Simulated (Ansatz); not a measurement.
Mulliken charges of `[CH3][In][N]=C=O` radical from ωB97M-V/def2-TZVPP in Ansatz (PBE0-D4/def2-TZVP geometry).

| atom | x (Å) | y (Å) | z (Å) | charge (e) |
| --- | --- | --- | --- | --- |
| C1 | 0.036 | 1.893 | -0.023 | -0.573 |
| In2 | -0.021 | -0.014 | -1.128 | 0.588 |
| N3 | -0.023 | -1.603 | 0.221 | -0.457 |
| C4 | -0.051 | -2.805 | 0.204 | 0.294 |
| O5 | -0.078 | -3.977 | 0.238 | -0.287 |
| H6 | 0.002 | 2.736 | -0.707 | 0.143 |
| H7 | -0.827 | 1.884 | 0.643 | 0.146 |
| H8 | 0.962 | 1.885 | 0.552 | 0.145 |

Task: By hand: the dipole of these point charges (1 e Å = 4.8032 D).

Result: Σ q r = (0.004, 0.896, -0.687) e Å, of length 1.129 e Å = 5.42 D.

Task: How does the dipole of the full density compare? (An estimate is asked.)

Result: The calculation gave: (0.010, 0.856, -0.364) e Å, 4.47 D; the point charges give 1.21 times that, at 14° from its direction.

Point charges leave out the atoms' own dipoles, such as those of lone pairs, and Mulliken's split depends on the basis, so the two needn't agree.
